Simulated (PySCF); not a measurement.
W(F)6, F6W, SMILES [F][W]([F])([F])([F])([F])[F] (PBE0/def2-SVP optimised geometry):

```
7

W      0.000     0.000     0.000
F      1.839     0.000     0.000
F     -1.839     0.000     0.000
F      0.001    -1.384     1.211
F      0.001     1.212     1.383
F      0.000    -1.213    -1.383
F     -0.001     1.384    -1.210
```

Calculation: PBE0/def2-TZVP, def2 effective core potentials past Kr run with PySCF.

What are the frontier orbital energies and the dipole moment?

HOMO-2 -12.78 eV, HOMO-1 -12.78 eV, HOMO -12.78 eV, LUMO -4.63 eV, LUMO+1 -4.63 eV; dipole moment 0.00 D.
